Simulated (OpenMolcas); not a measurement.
Os6+ among 4 point charges of -1 e arranged as a square (D4h).

```yaml
Program: OpenMolcas 26.06
Method: "SS-CASPT2, IPEA 0.25 Eh, imaginary shift 0.1 Eh (closed shells correlated: 5s 5p)"
Basis: ANO-RCC-VDZP [7s6p4d2f1g]
Scalar_Hamiltonian: DKH2, point nucleus
Active_space: 2 electrons in 5 orbitals (5d)
State_averaging: 2S+1 = 3 even, 10 roots; 2S+1 = 1 even, 15 roots
Spin-orbit_coupling: RASSI with atomic mean-field integrals over the reference wave functions
```

All point charges move together. At R = 1.79 Å the first state of the same spin is 1090 cm-1, and at R = 1.92 Å it is 840 cm-1.

Task: A third run gives 790 cm-1. What distance was it run at?

Result: With a power law R^-n the two known points give n = -ln(840 / 1090) / ln(1.92 / 1.79) = 3.72. Then R = 1.79 × (1090 / 790)^(1/3.72) = 1.952 Å. The run was at 2.07 Å, so the estimate is off by -0.118 Å.

Free-ion shares, where given, are those of the reference states; single-state CASPT2 does not remix them. Spin-orbit coupling mixes the spin-free states strongly: the lowest level takes only 53 % from its leading state, 3E, which lies 1087 cm-1 above the lowest spin-free state (figures for R = 1.79; the like holds for R = 1.92, R = 2.07). This is an electrostatic model: the charges have no orbitals. No measured value stands beside these numbers.
